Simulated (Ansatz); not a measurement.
Ansatz (a quantum-chemistry and plane-wave program) input (RI-MP2/cc-pV(Q+d)Z):
A basis named .json is the Basis Set Exchange file of that set.

Ansatz 0.2 input:
```yaml
crystal:
  periodic: [false, false, false]
  atoms:
    - {symbol: Si, position_ang: [-2.49127400, -0.04573761, -0.62857256]}
    - {symbol: O, position_ang: [-0.74701571, -0.48855598, -0.79255684]}
    - {symbol: Si, position_ang: [0.68624512, 0.38987967, -0.20415705]}
    - {symbol: Cl, position_ang: [0.18642740, 0.92200497, 1.66175883]}
    - {symbol: Cl, position_ang: [2.12843347, -0.99141979, -0.36146248]}
    - {symbol: H, position_ang: [-2.40393165, 1.41691401, -0.65058098]}
    - {symbol: H, position_ang: [-2.90524414, -0.62936294, 0.64980521]}
    - {symbol: H, position_ang: [-3.06420498, -0.67423984, -1.82293666]}
    - {symbol: H, position_ang: [-0.55203594, -1.36369730, -1.16925180]}
    - {symbol: H, position_ang: [0.81931220, 1.52089714, -1.11340482]}
basis:
  gaussian:
    orbitals: cc-pV_Q+d_Z.json
    fitting: {mean_field: def2-universal-jkfit, correlation: cc-pVQZ-RIFIT.json}
total_charge: 1
magnetization: {spin_polarized: false}
correlation: {method: mp2, electrons: outside_noble_gas}
```

End of the output:

```
integrals: 0.97 GiB planned
679 factors; integrals over basis functions are off by at most 5.9e0 eV
1.05 GiB of device memory are held for the factors and their scratch space
mean field: 2.27 GiB planned
mean field evaluation 1: about -42845.4151 eV, gradient 4.4e1 eV
mean field evaluation 2: about -42848.2397 eV, gradient 2.6e1 eV
mean field evaluation 4: about -42849.3640 eV, gradient 1.0e0 eV
mean field -42849.36795132 eV, -1574.6852278663 hartree, gradient 1.4e-6 eV, S^2 0.000000; 0 other end points of the search recorded, 0 dependent functions left out
21 core orbitals not correlated
1039 factors; their error is unknown
reference -42849.36795132 eV, -1574.6852278663 hartree; 16, 16 occupied and 424, 424 virtual orbitals, 1039 factors
second order -25.18283059 eV of doubles, -0.00000000 eV of singles
Total energy: -42874.55078191 eV, -1575.6106798209 hartree
```

It need not be the lowest isomer of its formula.
